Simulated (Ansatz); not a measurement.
Geometry optimisation, Ansatz 0.2.0, UKS PBE/def2-SVP.

Input file:

```yaml
crystal:
  periodic: [false, false, false]
  atoms:
    - { symbol: Zr, position_ang: [-0.3837, 0.152, 0.2027] }
    - { symbol: C, position_ang: [1.6321, -1.1303, -1.1522] }
    - { symbol: O, position_ang: [0.3812, 1.2043, -1.0023] }
    - { symbol: H, position_ang: [1.1085, 0.1656, -1.2248] }
    - { symbol: "N", position_ang: [0.0302, 0.8026, 2.1007] }
    - { symbol: "N", position_ang: [-2.3989, -0.0734, -0.0507] }
    - { symbol: H, position_ang: [2.6507, -0.9772, -1.4879] }
    - { symbol: H, position_ang: [1.6646, -1.5999, -0.145] }
    - { symbol: H, position_ang: [1.1097, -1.7733, -1.8645] }
    - { symbol: H, position_ang: [-0.7366, 1.2165, 2.6454] }
    - { symbol: H, position_ang: [0.7901, 1.4958, 2.1301] }
    - { symbol: H, position_ang: [-2.8072, 0.3871, -0.876] }
    - { symbol: H, position_ang: [-3.0406, 0.1302, 0.7246] }
magnetization:
  spin_polarized: true
basis:
  gaussian: { orbitals: def2-SVP }
hamiltonian:
  xc: pbe
relax:
  f_tol: 0.15
  max_steps: 25
  restrain:
    - { distance: [3, 1], at: 1.07, k: 30.0 }
    - { distance: [0, 1], at: 3.81, k: 30.0 }
    - { distance: [3, 2], at: 2.27, k: 30.0 }
```

Run as:

```bash
$ ansatz run input.yaml --threads 4 --pin off --max-ram 5120MiB --backend cpu --events-out ev --progress --plain --runs-dir out
```

**Question.** Where does it end, and by what steps?

**Answer.** The run converged. The restraints hold the end off the free minimum. After 9 steps the energy has fallen by 1.132 eV (the restraints' own energy left out); H4 moved furthest, 0.74 Å. Parted: Zr1–C2 (2.75 → 3.81 Å), Zr1–H4 (2.07 → 2.98 Å). Joined: C2–H4 (1.40 → 1.09 Å).

```
step  energy less start (eV)  largest force component (eV/Å)  accepted
   0                  0.0000                           2.790       yes
   1                  0.1423                           4.678       yes
   2                  0.3708                           5.211       yes
   3                  0.2591                           3.209       yes
   4                 -0.4940                           1.526       yes
   5                 -0.9277                           1.336       yes
   6                 -1.0879                           0.455       yes
   7                 -1.1156                           0.488       yes
   8                 -1.1155                           0.592       yes
   9                 -1.1316                           0.531       yes
```

```xyz
13
Properties=species:S:1:pos:R:3
Zr -0.715 0.441 0.433
C 2.038 -1.385 -1.458
O 0.111 1.299 -0.879
H 1.468 -0.454 -1.391
N -0.148 1.217 2.264
N -2.736 0.271 0.034
H 3.082 -1.142 -1.729
H 2.048 -1.924 -0.488
H 1.603 -2.043 -2.233
H -0.610 1.104 3.176
H 0.548 1.962 2.392
H -3.200 0.596 -0.824
H -3.488 0.059 0.704
```

Run time: 50 s on 4 threads of Arm Neoverse N1, with other jobs on the host, peak memory 0.23 GiB.
